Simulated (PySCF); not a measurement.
A species of formula C7H11ClSi2 has this rotational fingerprint, computed with PBE0/pcSseg-1 in PySCF (dipole) on a GFN2-xTB geometry, gas phase:

```
Rotational constants : A = 1732, B = 292.4, C = 274.5 MHz
Dipole components    : |μa| = 1.91 D, |μb| = 0.90 D, |μc| = 0.04 D
Inertial defect      : -178.84 u·Å²
κ                    : -0.98
```

Question: Which candidate fits, each taken in the one conformer that was computed?
A. `[CH2:1]=[C:2]([CH3:3])[C:4]#[C:5][C@@H:6]1[SiH2:7][C@H:8]1[SiH2:9][Cl:10]` with Si7–C8–Si9–Cl10 -93°
B. `[Cl:1][SiH2:2][C@@H:3]1[SiH2:4][C@H:5]1[C:6]#[C:7][CH:8]1[CH2:9][CH2:10]1` with Cl1–Si2–C3–Si4 -84°
C. `[CH:1]#[C:2][SiH2:3][C@@:4]1([Cl:5])[C@@H:6]2[CH2:7][SiH2:8][C@H:9]1[CH2:10]2` with C2–Si3–C4–Cl5 -67°

Answer: B. It is Cl[SiH2][C@@H]1[SiH2][C@H]1C#CC1CC1, a near-prolate asymmetric top, point group C1. The candidates at the same level (rigid rotor, commonest isotopes):

```tsv
SMILES	A (MHz)	B (MHz)	C (MHz)	μa (D)	μb (D)	μc (D)	Δ (u·Å²)	point group	rotor
C#C[SiH2][C@@]1(Cl)[C@@H]2C[SiH2][C@H]1C2	1590	632.7	585.5	0.15	1.52	0.71	-253.38	C1	near-prolate asymmetric top
C=C(C)C#C[C@@H]1[SiH2][C@H]1[SiH2]Cl	1632	290.9	273.0	1.08	1.47	0.49	-195.76	C1	near-prolate asymmetric top
Cl[SiH2][C@@H]1[SiH2][C@H]1C#CC1CC1	1732	292.4	274.5	1.91	0.90	0.04	-178.84	C1	near-prolate asymmetric top
```

`C#C[SiH2][C@@]1(Cl)[C@@H]2C[SiH2][C@H]1C2` has B 116 % too high; `C=C(C)C#C[C@@H]1[SiH2][C@H]1[SiH2]Cl` has A 6 % too low. No structure here is proved a minimum.
